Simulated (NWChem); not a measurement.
System: C₄H₉O, doublet; SMILES C[CH]CCO

Input file for NWChem:

```
start job
memory heap 200 mb stack 900 mb global 1100 mb
geometry units angstroms
  C      2.345402     0.285825    -0.330880
  C      1.331301    -0.394206     0.502251
  C     -0.020654    -0.692745    -0.006241
  C     -0.996590     0.499123     0.187382
  O     -2.308111     0.191849    -0.208742
  H      2.180059     0.089070    -1.388971
  H      2.320104     1.374616    -0.188847
  H      3.351275    -0.038697    -0.062291
  H      1.506264    -0.462604     1.562545
  H      0.017096    -0.923864    -1.076019
  H     -0.451993    -1.547592     0.521480
  H     -0.615276     1.370467    -0.363395
  H     -1.059453     0.755660     1.246621
  H     -2.300934    -0.063657    -1.138238
end
basis spherical
  * library def2-svp
end
dft
  odft
  mult 2
  xc xpbe96 cpbe96
  disp vdw 4
  iterations 150
end
driver
  maxiter 120
end
task dft optimize
task dft freq
```

The level has its own optimisation; frequencies are unscaled. Brackets give each atom's bonded neighbours.

Task: Predict the main results of this run. (PBE-D3(BJ)/def2-SVP, spin-unrestricted.) Quantities: r C–C [C(CCH)–C(CHHH)] (Å); r C–C [C(CCH)–C(CCHH)] (Å); r C–H [C(CCH)–H(C)] (Å); r C–C [C(CCHH)–C(CHHO)] (Å); highest harmonic frequency (cm⁻¹); lowest (cm⁻¹); zero-point energy (kcal/mol); dipole (D).

Result: The r C–C [C(CCH)–C(CHHH)] (Å) is 1.490. The r C–C [C(CCH)–C(CCHH)] (Å) is 1.491 and the r C–H [C(CCH)–H(C)] (Å) is 1.104. The r C–C [C(CCHH)–C(CHHO)] (Å) is 1.551. The highest harmonic frequency (cm⁻¹) is 3697 and the lowest (cm⁻¹) comes out as 57. The zero-point energy (kcal/mol) is 74.4 and the dipole (D) is 1.47.
